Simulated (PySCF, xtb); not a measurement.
Zn(H)(NH2) (H3NZn), SMILES [NH2][ZnH].

GFN2-xTB (xtb 6.7.1) at its own geometry gives an orbital gap of 5.11 eV and a dipole moment of 0.80 D.

Geometry optimised at PBE0-D3(BJ)/def2-TZVP.

What does CAM-B3LYP/def2-TZVPD (PySCF) give? (The exact figures need the calculation; the answer reports its results.)

gap 8.45 eV (levels -8.28 and 0.17 eV), dipole 0.86 D.
